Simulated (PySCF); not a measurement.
## Computed structure and properties of [Re3]−

System: [Re3]− (triplet); start: displaced along the imaginary mode (C2v). Method: PySCF 2.14.0, UKS TPSS, Re def2-SVP with ECP60; non-relativistic Hamiltonian with scalar-relativistic core potentials where named; density fitting; no spin-orbit coupling.

Input of the relaxation:

```python
mol = gto.M(atom='''
Re    -0.00589     0.12486     2.30214
Re     0.01178    -0.24972     0.00000
Re    -0.00589     0.12486    -2.30214''',
    basis={'Re': 'def2-SVP'},
    ecp={'Re': 'def2-SVP'},
    charge=-1, spin=2)
mf = dft.UKS(mol, xc='TPSS')
mf.grids.atom_grid = (50, 194)
mf = mf.density_fit()  # fitting sets: Re def2-universal-JKFIT
mf.conv_tol = 1e-08; mf.max_cycle = 55
mf.kernel(dm0)  # dm0: converged density of the start geometry
# quasi-Newton relaxation in Cartesian coordinates to a largest gradient under 0.00045 Eh/bohr, steps kept in the point group
```

Run from Python with OMP_NUM_THREADS=2; the lines above give its settings. Where DIIS fails, smearing, a level shift and second-order steps follow.
It took 5.5 min on 2 threads of AMD EPYC 7R43 64-Core Processor (Zen 3), on a shared host, from the converged density of the start.

Course of the relaxation:

```tsv
step	energy above end (eV)	largest force component within the symmetry (eV/Å)
0	1.3303	0.638
1	1.3029	0.334
2	1.2492	0.564
3	1.0727	0.635
4	1.0007	1.302
5	0.9559	0.475
6	0.8807	0.523
7	0.7685	0.905
10	0.0355	1.567
11	0.0328	0.807
12	0.0119	0.605
13	0.0017	0.242
14	0.0000	0.013
15	0.0000	0.001
```
(The steps between are left out.)

Relaxed geometry (C2v):

```xyz
3

Re   -0.0289    0.6124    1.2556
Re    0.0578   -1.2248    0.0000
Re   -0.0289    0.6124   -1.2556
```

```
contact      Å
Re2–Re1  2.227
Re3–Re2  2.227
Re3–Re1  2.511
```

On the finer grid (75, 302):

```yaml
HOMO: 0.48 eV
LUMO: 1.09 eV
Dipole_about_the_centre_of_mass: 0.15 D
Spin_squared: 2.228
Set_of_Mulliken_populations_of_Re1_outside_the_core_potential: s 3.58, p 6.23, d 5.51, f 0.03
D3_BJ_dispersion_energy_not_in_the_energies: -0.177 eV
```

```json
{"atom": "Re1", "Mulliken (e)": "-0.35", "Löwdin (e)": "-0.35", "spin (e)": "1.26"}
{"atom": "Re2", "Mulliken (e)": "-0.29", "Löwdin (e)": "-0.31", "spin (e)": "-0.52"}
{"atom": "Re3", "Mulliken (e)": "-0.35", "Löwdin (e)": "-0.35", "spin (e)": "1.26"}
```

The highest filled level lies above zero, as often for anions with such functionals and bases; it isn't the detachment energy.

No frequency check is given for this geometry.

One start shape was tried, so this needn't be the lowest isomer.

Open shells may have lower solutions than the one found.
